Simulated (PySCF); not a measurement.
Molecule: `O=S(=O)([O-])c1cnco1`, [C3H2NO4S]-.

Bonds (- single, = double, # triple, : aromatic): O1=S2, S2=O3, S2-O4, S2-C5, C5:C6, C6:N7, N7:C8, C8:O9, O9:C5. C6 carries H10; C8 carries H11. Formal charges: O4 -1.

Total charge -1.

Frames of a GFN2-xTB Langevin trajectory at 600 K; GIAO PBE0/pcSseg-1 shieldings in PySCF 2.14.0 with density-fitted response routines, gas phase, non-relativistic; equivalent atoms averaged within each frame.

Chemical shifts δ = σref − σ; 17O (336.08 ppm) against H2O; CS2 for 33S (503.73 ppm); TMS for 13C (186.93 ppm), 1H (31.72 ppm); NH3 for 15N (267.73 ppm), all at this level. The references are static minima.

Q: How do the shifts (ppm) fluctuate along the trajectory?

A: 
```tsv
time (fs)	O9	O1/O3/O4	S2	C5	C8	C6	N7	H11	H10
250	344.8	255.8	307	171.5	151.8	131.9	320.9	7.44	6.18
425	316.9	272.0	334	176.1	147.9	132.7	308.5	6.84	7.82
625	333.1	260.9	292	171.5	153.9	147.1	323.1	8.81	7.58
800	373.8	258.9	315	173.5	145.9	115.4	296.5	6.07	6.37
1000	353.5	248.2	303	183.0	151.8	143.0	285.2	7.99	8.39
mean of frames	344.4	259.2	310	175.1	150.2	134.0	306.8	7.43	7.27
standard deviation	21.4	8.7	16	4.8	3.2	12.3	16.1	1.05	0.95
```

5 frames give an uncertainty of the mean of about the standard deviation over 2.2 at best, since frames this close in time may not be independent; classical motion lacks zero-point vibration, and the reference would need the same averaging.
